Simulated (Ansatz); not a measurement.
A nudged elastic band was laid between two geometries of CH₂AlClOS (7 atoms, charge 0, multiplicity 1).

Theory: RHF/6-31G* (Ansatz).

| Property | Result |
| --- | --- |
| movable images | 5 |
| climbing image | yes |
| spring | 5.0 eV/Å² |
| optimiser | quadratic models (default) |
| start path | through a guess of the saddle point |
| force threshold | 0.05 eV/Å |
| iteration limit | 60 |
| end points | relaxed |

Initial state:

```xyz
7
Properties=species:S:1:pos:R:3
S -0.785 -0.639 1.650
C 0.478 -0.176 0.425
O 0.546 -1.179 -0.643
Al 0.017 0.266 -1.337
Cl -0.581 1.120 -3.120
H -1.053 0.587 2.085
H 1.439 -0.049 0.893
```

Final state:

```xyz
7
Properties=species:S:1:pos:R:3
S -0.338 -0.219 2.003
C 0.579 -0.157 0.468
O 0.247 -1.188 -0.529
Al 0.039 0.308 -1.275
Cl -0.566 1.201 -3.038
H -1.520 0.205 1.577
H 1.620 -0.218 0.747
```

(1) What changes between the two ends?

(2) Give the energies along the band, and the barrier.

(3) What is the geometry of the highest image?

The band took 8 iterations and roughly 90 core-seconds.

## Answers

(1) No bond is made or broken. The dihedral H6–S1–C2–Al4 goes from -88 to -2°.

(2) The forces met the threshold. The highest image is number 1 of 0 to 6, 0.0 kcal/mol above the first end and 1.5 kcal/mol above the last; the last end lies 1.4 kcal/mol below the first. The top lies less than 8 meV above the higher end, about what the thresholds resolve: that end is a shoulder or a very shallow well. A vibrational analysis at the climbing image gives one clearly imaginary mode, 113i cm⁻¹: a first-order saddle point.

```
image  path coordinate (Å)  energy (kcal/mol)  dihedral H6–S1–C2–Al4 (°)
    0                 0.00                0.0                        -88
    1                 0.28                0.0                        -71
    2                 0.48                0.0                        -58
    3                 0.68               -0.4                        -44
    4                 0.88               -0.8                        -30
    5                 1.08               -1.3                        -15
    6                 1.28               -1.4                         -2
```

(3) 
```xyz
7
Properties=species:S:1:pos:R:3
S -0.697 -0.611 1.732
C 0.512 -0.195 0.442
O 0.530 -1.196 -0.636
Al 0.017 0.259 -1.309
Cl -0.604 1.160 -3.060
H -1.192 0.606 1.918
H 1.495 -0.091 0.868
```

Time of the run: 93 s on 1 thread of Arm Neoverse V1 (shared host), peak memory 0.18 GiB.
